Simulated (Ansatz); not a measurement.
Ansatz (an electronic-structure program) input (PBE/def2-SVP):

Ansatz 0.2 input:
```yaml
crystal:
  periodic: [false, false, false]
  atoms:
    - {symbol: In, position_ang: [-0.00000000, -0.00000000, -1.45691039]}
    - {symbol: I, position_ang: [0.00000000, 0.00000000, 1.34695489]}
basis:
  gaussian:
    orbitals: def2-SVP
hamiltonian:
  xc: {name: PBE}
output: {forces: true}
```

Output:

```
Functional definition: PBE
integrals: 0.01 GiB planned
632 factors; their error is unknown
mean field: 0.10 GiB planned
mean field evaluation 1: about -13275.8446 eV, gradient 1.3e1 eV
mean field evaluation 2: about -13266.3511 eV, gradient 5.0e1 eV
mean field evaluation 4: about -13276.5601 eV, gradient 2.0e0 eV
mean field evaluation 8: about -13276.5761 eV, gradient 1.5e-2 eV
mean field -13276.57610454 eV, -487.9051726555 hartree, gradient 2.1e-5 eV, S^2 0.000000; 0 other end points of the search recorded, 0 dependent functions left out
the calculation of the forces begins
reference -13276.57613269 eV, -487.9051736900 hartree; 23, 23 occupied and 29, 29 virtual orbitals, 632 factors
Total energy: -13276.57613269 eV, -487.9051736900 hartree
Atom 0 at    -0.000000    -0.000000    -1.456910 Å, force     0.000000    -0.000000    -0.051520 eV/Å
Atom 1 at     0.000000     0.000000     1.346955 Å, force    -0.000000     0.000000     0.051520 eV/Å
Dipole moment:     0.000000     0.000000    -0.697910 e Å
```

The geometry given is a B3LYP-D3(BJ)/def2-TZVP minimum.
